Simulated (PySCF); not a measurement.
Coordinates in bohr (charge 0 multiplicity 1):
```
Te    0.0000    0.0000   -0.3829
Li    3.5081    0.0000    2.5667
Li   -3.5081    0.0000    2.5667
```

All numbers come from PBE0 in PySCF with Te def2-TZVP with ECP28, Li def2-TZVP; scalar-relativistic core potentials, no spin–orbit coupling; density-fitted integrals.

This geometry of Li2Te is a stationary point at this level.

Problem. What is the point group?

Solution. C2v.

Problem. Is it a minimum?

Solution. Yes: all harmonic wavenumbers are real.

Problem. What are the dipole moment and the gap between the highest occupied and lowest empty levels?

Solution. 7.37 D and 3.14 eV.

Problem. Give the ideal-gas entropy at 298.15 K and 1 bar by parts.

Solution. translation 170.8, rotation 91.3, vibration 19.5, spin 0.0; total 281.7 J/(mol K).

Other isomers or separated fragments may lie lower.
